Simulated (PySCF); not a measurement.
silene cation (CH₄Si), SMILES C=[SiH2] (connectivity only; charge and spin as stated), charge +1, multiplicity 2. Atoms are numbered in the order given.

```xyz
6

C      0.0000     0.0000    -1.2091
Si     0.0000     0.0000     0.5861
H      0.0000     0.9212    -1.7838
H      0.0000    -0.9212    -1.7838
H      0.0000    -1.2751     1.3084
H      0.0000     1.2751     1.3084
```
Charge +1, spin multiplicity 2.

The structure is a stationary point at B3LYP-D3(BJ)/def2-TZVP. The multiplicity is an assumed one; other spin states were not compared.

Method: PySCF with CAM-B3LYP/def2-TZVPD.

Mulliken values depend strongly on the basis, most of all with diffuse functions as here. ESP charges are fitted to the potential on shells at 1.4 to 2.0 van der Waals radii. Atomic charges (e):

```tsv
atom	Mulliken	meta-Löwdin	ESP fit	Mulliken spin
C1	-0.49	-0.33	-0.30	0.77
Si2	0.64	0.93	0.86	0.23
H3	0.35	0.20	0.22	-0.01
H4	0.35	0.20	0.22	-0.01
H5	0.08	0.00	0.00	0.00
H6	0.08	0.00	0.00	0.00
```
